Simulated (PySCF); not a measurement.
Structure with atom numbers: `[CH:1]#[C:2][SiH2:3][O:4][SiH2:5][CH:6]([CH3:7])[CH3:8]`. Hydrogens are named by the atom that carries them.

A single conformation, relativity neglected, no solvent, one averaged value for each set of equivalent atoms. PBE0-D3(BJ)/def2-SVP geometry; GIAO PBE0/pcSseg-1 shieldings; PySCF 2.14.0 with density-fitted response routines.

Problem. List the cross peaks expected in HSQC, COSY and HMBC spectra.

Solution. 

HSQC (one-bond C–H):
| δH | δC |
| --- | --- |
| 2.43 (H(C1)) | 103.7 (C1) |
| 1.39 (H(C6)) | 14.9 (C6) |
| 1.05 (H(C7)/H(C8)) | 17.1 (C7/C8) |

COSY cross peaks (H two or three bonds apart, from the bond graph; peaks can be absent where the dihedral angle is near 90°):
| δH | δH |
| --- | --- |
| 4.79 (H(Si5)) | 1.39 (H(C6)) |
| 1.39 (H(C6)) | 1.05 (H(C7)/H(C8)) |

HMBC (two and three bonds, from the bond graph):
| δH | δC |
| --- | --- |
| 5.02 (H(Si3)) | 103.7 (C1), 89.2 (C2) |
| 4.79 (H(Si5)) | 17.1 (C7/C8), 14.9 (C6) |
| 2.43 (H(C1)) | 89.2 (C2) |
| 1.39 (H(C6)) | 17.1 (C7/C8) |
| 1.05 (H(C7)/H(C8)) | 17.1 (C7/C8), 14.9 (C6) |

δ = σ(ref) − σ, references computed at the same level: TMS for $^{1}$H (σ = 31.27 ppm), $^{13}$C (σ = 184.41 ppm).

Shifts are as computed. Against solution values, carbons near 30 ppm lie about +2 ppm off and those near 130 ppm about +5 ppm. Of 1309 compounds with measured shifts, 239 miss one by over three times the rms of a fit or turn the order of signals round; such compounds aren't used in these exercises.
